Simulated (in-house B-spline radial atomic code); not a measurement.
Configurations of O II (O+), with energies counted from [He] 2s2 2p3. Level of theory: scalar-relativistic (X2C) r2SCAN0, spin-polarised, spherical fractional occupations, exact exchange averaged over the configuration, Fermi nucleus of rms radius 2.6991 fm; calculated with a radial B-spline atomic code at the basis-set limit. Shells without spins written out take the highest spin.

Occupations are held fixed; configurations that lie above the ionisation limit could autoionise.

| configuration | E - E(ref) (eV) | highest orbital | its <r> (bohr) |
| --- | --- | --- | --- |
| [He] 2s1 2p4 | 15.814 | 2p down | 1.202 |
| [He] 2s2 2p2 3s1 | 23.942 | 3s up | 3.461 |
| [He] 2s1 2p3 3p1 | 32.718 | 3p up | 3.981 |

Problem. Order these further configurations by energy, lowest first.
A. [He] 2s2 2p2 3d1
B. [He] 2s1 2p3 3s1
C. [He] 2s1 2p3 3d1

Solution. A (29.785 eV), B (29.935 eV), C (35.797 eV).
